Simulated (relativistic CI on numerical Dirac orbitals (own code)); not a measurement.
# Energy levels of Pb XXXIX

Calculated at this level of theory: Dirac-Coulomb-Breit CI, orbitals from a KLI potential per configuration, model QED (radiative potential, 1s self-energy scaled to tabulated hydrogen-like ionisation energies), unscaled Slater integrals (own radial code, finite nucleus).

CI space (outside the closed core [Ar] 3d10): 4s2 4p6 4d8, 4s2 4p6 4d7 4f, 4s2 4p5 4d9, 4s 4p6 4d9, 4s2 4p5 4d8 4f, 4s 4p6 4d8 4f, 4s2 4p6 4d7 5s, 4s2 4p6 4d6 4f 5s, 4s2 4p6 4d7 5p, 4s2 4p5 4d8 5s, 4s2 4p6 4d7 5f, 4s2 4p6 4d6 5s 5p, 4p6 4d9 4f, 4s 4p6 4d7 4f 5s, 4s2 4p5 4d8 5d, 4s2 4p6 4d7 6p, 4s 4p6 4d8 5p, 4s2 4p6 4d7 6f, 4p6 4d9 5p, 4s2 4p5 4d8 5g, 4s2 4p5 4d8 6s, 4s2 4p6 4d7 7p, 4p6 4d8 4f 5s, 4p6 4d10, 4p5 4d10 4f, 4p6 4d9 5s, 4p5 4d10 5s, 4p5 4d9 4f 5s. Double excitations out of closed p, d and f shells are left out; levels of such configurations are missing from the list, as are those of other unlisted configurations, and high levels can miss mixing partners. These lack a partner that the ground configuration has and come out too high: 4s2 4p5 4d8 5d, 4s2 4p5 4d8 5g, 4s2 4p5 4d8 6s.

The lowest level is 4s2 4p6 4d8 3F_4, with 87 % of that term; Hund's rules for 4s2 4p6 4d8 give 3F with J = 4, in agreement.

| No. | Configuration | Term | J | E (cm⁻¹) | % | Lifetime (s) | jj configuration (%) |
| --- | --- | --- | --- | --- | --- | --- | --- |
| 1 | 4s2 4p6 4d8 | 3F | 4 | 0 | 87 |  | 4d5/2^4 (99) |
| 2 | 4s2 4p6 4d8 | 1D | 2 | 34772 | 49 | 3.51e+01 | 4d5/2^4 (99) |
| 3 | 4s2 4p6 4d8 | 3P | 0 | 114226 | 54 | 1.25e-01 | 4d5/2^4 (98) |
| 4 | 4s2 4p6 4d8 | 3F | 3 | 230387 | 99 | 3.41e-06 | 4d3/2^3 4d5/2^5 (99) |
| 5 | 4s2 4p6 4d8 | 3P | 2 | 266560 | 51 | 5.97e-06 | 4d3/2^3 4d5/2^5 (99) |
| 6 | 4s2 4p6 4d8 | 3P | 1 | 283798 | 99 | 5.26e-06 | 4d3/2^3 4d5/2^5 (99) |
| 7 | 4s2 4p6 4d8 | 1G | 4 | 287115 | 87 | 1.11e-05 | 4d3/2^3 4d5/2^5 (99) |
| 8 | 4s2 4p6 4d8 | 3F | 2 | 489134 | 58 | 2.10e-06 | 4d3/2^2 4d5/2^6 (99) |
| 9 | 4s2 4p6 4d8 | 1S | 0 | 588580 | 54 | 1.43e-06 | 4d3/2^2 4d5/2^6 (98) |
| 10 | 4s2 4p5 4d9 | 1D° | 2 | 1834801 | 38 | 2.04e-11 | 4p3/2^3 4d5/2^5 (72) |
| 11 | 4s2 4p5 4d9 | 3F° | 4 | 1837661 | 77 | 4.30e-11 | 4p3/2^3 4d5/2^5 (77) |
| 12 | 4s2 4p5 4d9 | 3D° | 3 | 1839243 | 37 | 2.19e-11 | 4p3/2^3 4d5/2^5 (45) |
| 13 | 4d7(2G) 4f | 3G° | 4 | 1863012 | 27 | 1.31e-10 | 4d5/2^3 4f5/2 (84) |
| 14 | 4d7(4F) 4f | 5G° | 5 | 1866081 | 36 | 5.39e-09 | 4d5/2^3 4f5/2 (85) |
| 15 | 4d7(2G) 4f | 3P° | 2 | 1885272 | 24 | 6.89e-10 | 4d5/2^3 4f5/2 (92) |
| 16 | 4d7(4F) 4f | 5G° | 6 | 1888776 | 31 | 6.98e-05 | 4d5/2^3 4f5/2 (77) |
| 17 | 4d7(2P) 4f | 3D° | 1 | 1895717 | 46 | 1.21e-10 | 4d5/2^3 4f5/2 (80) |
| 18 | 4d7(2D) 4f | 3F° | 2 | 1898166 | 43 | 8.96e-11 | 4d5/2^3 4f5/2 (83) |
| 19 | 4d7(4F) 4f | 3I° | 7 | 1901212 | 30 | 4.78e-02 | 4d5/2^3 4f5/2 (93) |
| 20 | 4d7(2G) 4f | 3F° | 3 | 1906056 | 23 | 2.84e-11 | 4d5/2^3 4f5/2 (50) |
| 21 | 4d7(2P) 4f | 3G° | 4 | 1914700 | 29 | 4.07e-10 | 4d5/2^3 4f5/2 (88) |
| 22 | 4d7(2P) 4f | 3F° | 3 | 1924969 | 36 | 6.91e-10 | 4d5/2^3 4f5/2 (85) |
| 23 | 4d7(4F) 4f | 3H° | 6 | 1937790 | 42 | 1.50e-05 | 4d5/2^3 4f7/2 (76) |
| 24 | 4d7(4F) 4f | 5I° | 8 | 1944333 | 58 | 9.08e-04 | 4d5/2^3 4f7/2 (99) |
| 25 | 4d7(2D) 4f | 3P° | 0 | 1947158 | 53 | 5.49e-09 | 4d5/2^3 4f5/2 (95) |
| 26 | 4d7(4F) 4f | 3D° | 2 | 1958743 | 36 | 4.00e-10 | 4d5/2^3 4f7/2 (92) |
| 27 | 4d7(4F) 4f | 5H° | 7 | 1960513 | 43 | 2.46e-04 | 4d5/2^3 4f7/2 (91) |
| 28 | 4d7(2P) 4f | 3D° | 1 | 1962583 | 28 | 1.97e-11 | 4d5/2^3 4f5/2 (45) |
| 29 | 4d7(2P) 4f | 3G° | 5 | 1963042 | 32 | 1.07e-08 | 4d5/2^3 4f7/2 (51) |
| 30 | 4d7(2D) 4f | 3F° | 3 | 1966602 | 32 | 9.14e-11 | 4d5/2^3 4f5/2 (83) |
| 31 | 4d7(2D) 4f | 3G° | 4 | 1980081 | 30 | 6.64e-10 | 4d5/2^3 4f5/2 (59) |
| 32 | 4d7(2D) 4f | 3D° | 2 | 1984764 | 32 | 6.31e-11 | 4d5/2^3 4f5/2 (75) |
| 33 | 4d7(2D) 4f | 3P° | 1 | 1986003 | 31 | 2.34e-11 | 4d5/2^3 4f5/2 (53) |
| 34 | 4d7(2P) 4f | 3G° | 5 | 1998533 | 32 | 2.08e-09 | 4d5/2^3 4f5/2 (49) |
| 35 | 4d7(2H) 4f | 3D° | 3 | 2003289 | 19 | 8.70e-12 | 4d5/2^3 4f7/2 (48) |
| 36 | 4d7(2P) 4f | 3F° | 4 | 2015429 | 28 | 2.08e-10 | 4d5/2^3 4f7/2 (66) |
| 37 | 4d7(2D) 4f | 3H° | 6 | 2028868 | 46 | 1.31e-04 | 4d5/2^3 4f7/2 (95) |
| 38 | 4d7(2D) 4f | 3F° | 4 | 2035475 | 28 | 9.08e-12 | 4d5/2^3 4f7/2 (57) |
| 39 | 4d7(4F) 4f | 5H° | 5 | 2037853 | 22 | 8.36e-12 | 4d5/2^3 4f7/2 (48) |
| 40 | 4d7(2D) 4f | 3F° | 4 | 2049170 | 29 | 6.30e-11 | 4d5/2^3 4f7/2 (80) |
| 41 | 4d7(2P) 4f | 3D° | 2 | 2049427 | 21 | 1.69e-11 | 4d3/2^3 4d5/2^4 4f5/2 (33) |
| 42 | 4d7(2G) 4f | 3P° | 1 | 2051250 | 27 | 1.01e-11 | 4d5/2^3 4f7/2 (63) |
| 43 | 4d7(2D) 4f | 3P° | 2 | 2057508 | 28 | 2.89e-10 | 4d5/2^3 4f7/2 (88) |
| 44 | 4d7(4F) 4f | 5G° | 3 | 2071074 | 47 | 1.88e-10 | 4d3/2^3 4d5/2^4 4f5/2 (90) |
| 45 | 4s2 4p5 4d9 | 3D° | 2 | 2071326 | 26 | 1.24e-11 | 4p3/2^3 4d3/2^3 4d5/2^6 (42) |

Energies count from the lowest computed level; ° marks odd parity; lifetimes are radiative, by E1, M1, E2, M2, E3 decay to levels of this space only. Percentages are summed over parent terms; the parents shown are those of the largest component, closed shells are left out there. Filled j subshells are mostly left out of the jj labels.

The mean weight of the leading LS term, summed over parents, in these 45 levels is 42 %, and that of the leading jj configuration (from the same eigenvectors) 77 %, so jj coupling describes them better and the LS labels are nominal.

At this charge energies of transitions that change n are usually good to better than 1 %, and those within a shell (Δn = 0) to a few per cent. Terms inside the open d or f shell come out 10 to 20 % too wide with unscaled integrals.

LS names give the leading component of a level, which can be under half, so a name can repeat, a term be missing and a line seem to break the LS rules.
